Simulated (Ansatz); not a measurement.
Program: Ansatz. Geometries: PBE0-D4/def2-TZVP. ΔE: electronic, gas phase. CCSD(T)/CBS adds triple-zeta CCSD(T) − MP2 to the extrapolated MP2 energy (def2 sets, frozen cores). This one scheme is used for every species. DFT in def2-TZVPP. Each species was taken in one conformer, which may not be the lowest.

`C[SiH](O)O[SiH](O)O` + H–F → `O[SiH](O)F` + `C[SiH](O)O`  (ligand exchange at the Si–O bond)

| level | ΔE (kcal/mol) |
| --- | --- |
| r2SCAN-D4 | -5.6 |
| PBE0-D4 | -4.6 |
| B2PLYP | -6.6 |
| PBE | -7.4 |
| MP2/def2-TZVPP | -4.3 |
| HF/def2-QZVPP | -7.4 |
| SCS-MP2/def2-QZVPP | -5.1 |
| MP2/CBS(def2) | -4.1 |

(1) What does CCSD(T)/CBS give? (An estimate is asked.)

Largest T1 diagnostic among the species: 0.011.

## Answers

(1) The calculation gave: -4.3 kcal/mol. The listed levels differ from it by -1.3, -0.3, -2.3, -3.1, 0.0, -3.1, -0.8, 0.2 kcal/mol.

The D4 term adds +3.2 kcal/mol with B3LYP and +1.9 kcal/mol with PBE0; it sums over pairs of atoms, weighted by their polarisabilities, and B3LYP, whose exchange is more repulsive, gets the larger term. In def2-TZVPP, CCSD(T) changes the Hartree–Fock value by +2.9 kcal/mol (the triples alone add +0.4 kcal/mol) and MP2 by +3.0 kcal/mol.

B3LYP here is the variant with VWN-RPA as its local correlation; programs differ in this.
